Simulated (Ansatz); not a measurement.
System: dichloro(dimethyl)silane, C₂H₆Cl₂Si (charge 0, singlet). 
Geometry from a B3LYP-D3(BJ)/def2-TZVP (Ansatz, a quantum-chemistry and plane-wave program) optimisation:
```
Si
C 1 1.8548
H 2 1.0902 1 110.69
H 2 1.0918 3 108.46 1 121.08
H 2 1.0918 3 108.46 4 117.85
C 1 1.8548 2 114.29 3 -180.00
H 6 1.0902 1 110.69 2 180.00
H 6 1.0918 7 108.46 1 -121.08
H 6 1.0918 7 108.46 8 -117.85
Cl 1 2.0697 2 108.64 3 58.51
Cl 1 2.0697 2 108.64 3 -58.51
```

Parts of the frozen-core correlation energy in aug-cc-pV(D+d)Z (Ansatz, hartree). Frozen orbitals: 17; correlated occupied orbitals by spin: 16 and 16; virtual: 163 and 163. No spin-orbit coupling. No relativistic terms.

```
term                             value
-------------------------  -----------
reference (HF)             -1287.33283
MP2 opposite-spin           (withheld)
MP2 same-spin               (withheld)
CCSD correlation            (withheld)
(T)                           -0.02484
T1 diagnostic                    0.009
largest doubles amplitude        0.014
```

### Question
What belongs in the gaps?

### Answer

- MP2 opposite-spin, value: -0.52861
- MP2 same-spin, value: -0.17525
- CCSD correlation, value: -0.76702
